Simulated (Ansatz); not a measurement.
Ansatz (an electronic-structure program) input (B3LYP-D3(BJ)/def2-TZVP):

Ansatz 0.2 input:
```yaml
crystal:
  periodic: [false, false, false]
  atoms:
    - {symbol: Si, position_ang: [1.07060586, 0.28794474, -0.19318508]}
    - {symbol: Cl, position_ang: [1.65946347, -1.18186911, -1.48003233]}
    - {symbol: Cl, position_ang: [1.91750361, -0.07272031, 1.62763483]}
    - {symbol: C, position_ang: [-0.82664054, 0.27903214, -0.03215386]}
    - {symbol: H, position_ang: [-1.30365604, 0.43698487, -0.99403604]}
    - {symbol: H, position_ang: [-1.16905234, 1.05376777, 0.64611669]}
    - {symbol: H, position_ang: [-1.16196814, -0.68162187, 0.35666129]}
basis:
  gaussian:
    orbitals: def2-TZVP
hamiltonian:
  xc: b3lyp
  dispersion: d3bj
magnetization: {spin_polarized: true, initial_magnetization: 1}
relax: {f_tol: 0.002, max_steps: 150}
```

End of the output:

```
1099 factors; their error is unknown
mean field: 1.04 GiB planned
mean field -34013.62700957 eV, -1249.9777373373 hartree, gradient 1.9e-5 eV, S^2 0.751796; 0 other end points of the search recorded, 0 dependent functions left out
the calculation of the forces begins
reference -34013.62727121 eV, -1249.9777469524 hartree; 29, 28 occupied and 131, 132 virtual orbitals, 1099 factors
relax step   8: F+E_penalty+E_count = -34013.99771501 eV  Δ(F+E_penalty+E_count) = -4.437e-6 eV  max|allowed force component| = 1.637e-3 eV/Å  Δτ_max = 0.0016 Å  (25 SCF iters, accepted)
these checks for a lower state are left out or cut short: starts, cluster_reference, orbital_swaps, neighbouring_geometries, increment
integrals: 0.09 GiB planned
1099 factors; their error is unknown
mean field: 1.04 GiB planned
mean field evaluation 64: about -34013.6270 eV, gradient 7.8e-2 eV
mean field -34013.62703192 eV, -1249.9777381585 hartree, gradient 7.5e-6 eV, S^2 0.751795; 0 other end points of the search recorded, 0 dependent functions left out
the calculation of the forces begins
reference -34013.62729357 eV, -1249.9777477739 hartree; 29, 28 occupied and 131, 132 virtual orbitals, 1099 factors
relax step   9: F+E_penalty+E_count = -34013.99771711 eV  Δ(F+E_penalty+E_count) = -2.098e-6 eV  max|allowed force component| = 1.090e-3 eV/Å  Δτ_max = 0.0024 Å  (24 SCF iters, accepted)
integrals: 0.09 GiB planned
1099 factors; their error is unknown
mean field: 1.04 GiB planned
mean field -34013.62703192 eV, -1249.9777381585 hartree, gradient 1.1e-5 eV, S^2 0.751795; 1 other end points of the search recorded, 0 dependent functions left out
the calculation of the forces begins
reference -34013.62729357 eV, -1249.9777477739 hartree; 29, 28 occupied and 131, 132 virtual orbitals, 1099 factors
Total energy: -34013.99797876 eV, -1249.9913702035 hartree
Atom 0 at     1.045954     0.305594    -0.199978 Å, force     0.001090     0.000175    -0.000113 eV/Å
Atom 1 at     1.626885    -1.200095    -1.501281 Å, force    -0.000334     0.000184     0.000393 eV/Å
Atom 2 at     1.892030    -0.053473     1.658313 Å, force    -0.000542     0.000024    -0.000538 eV/Å
Atom 3 at    -0.818945     0.275925    -0.032752 Å, force    -0.000399    -0.000402     0.000327 eV/Å
Atom 4 at    -1.285224     0.443853    -1.003908 Å, force     0.000134     0.000030     0.000038 eV/Å
Atom 5 at    -1.145444     1.049685     0.662557 Å, force     0.000089    -0.000039    -0.000004 eV/Å
Atom 6 at    -1.129000    -0.699972     0.348055 Å, force    -0.000038     0.000028    -0.000104 eV/Å
Dipole moment:    -0.380795     0.187825    -0.036214 e Å
```

It need not be the lowest isomer of its formula.
